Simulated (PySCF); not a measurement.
SiF₂Cl, SMILES Cl[Si](F)F, multiplicity 2. Atoms are numbered in the order given.

```xyz
4

Si    -0.4349    -0.4192     0.0000
F     -1.1418     0.2410     1.2961
F     -1.1418     0.2410    -1.2961
Cl     1.5671     0.0901     0.0000
```
Charge 0, spin multiplicity 2.

Geometry: B3LYP-D3(BJ)/def2-SVP.

The numbers are results of M06-2X/def2-TZVPD (PySCF), not measurements.

Mulliken values depend strongly on the basis, most of all with diffuse functions as here. ESP charges are fitted to the potential on shells at 1.4 to 2.0 van der Waals radii. Atomic charges (e):

```csv
atom,meta-Löwdin,ESP fit,Mulliken,Mulliken spin
Si1,[?],0.46,0.75,0.89
F2,[?],-0.18,-0.26,0.01
F3,[?],-0.18,-0.26,0.01
Cl4,[?],-0.09,-0.22,0.08
```

### Question
What belongs in the gaps? (An estimate is asked for; the answer gives what the named calculation found.)

### Answer

- Si1, meta-Löwdin: 1.26
- F2, meta-Löwdin: -0.50
- F3, meta-Löwdin: -0.50
- Cl4, meta-Löwdin: -0.26
